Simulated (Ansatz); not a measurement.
Reaction (alkene loss): `CC[O][GaH2]` → `[OH][GaH2]` + ethylene

Calculated with Ansatz (gas phase, PBE0-D4/def2-TZVP geometries, no zero-point term in ΔE). CCSD(T)/CBS adds triple-zeta CCSD(T) − MP2 to the extrapolated MP2 energy (def2 sets, frozen cores). This one scheme is used for every species. DFT in def2-TZVPP. B3LYP here is the variant with VWN-RPA as its local correlation; programs differ in this. For Ga outer-core shells are correlated without core-valence functions, which leaves a few kJ/mol of doubt a bond. Scalar relativity is left out up to krypton. Each species was taken in one conformer, which may not be the lowest.

CCSD(T)/CBS gives +54.6 kJ/mol.

**Question.** Another level gave +70.1 kJ/mol. Which?
A. r2SCANh-D4/def2-TZVPP
B. B3LYP-D4/def2-TZVPP
C. LDA (SPW92)/def2-TZVPP
D. BLYP-D4/def2-TZVPP

**Answer.** A. r2SCANh-D4 70.1, BLYP-D4 48.5, LDA (SPW92) 104.7, B3LYP-D4 56.9 kJ/mol.

Largest T1 diagnostic among the species: 0.015.

From BLYP to BHLYP (50 % exact exchange), in def2-TZVPP and without D4, ΔE moves by +25.2 kJ/mol. The D4 term adds +14.7 kJ/mol with B3LYP and +8.0 kJ/mol with PBE0; it sums over pairs of atoms, weighted by their polarisabilities, and B3LYP, whose exchange is more repulsive, gets the larger term. At CCSD(T), def2-SVP lies +16.5 kJ/mol from the extrapolated value and def2-TZVPP +0.8 kJ/mol.
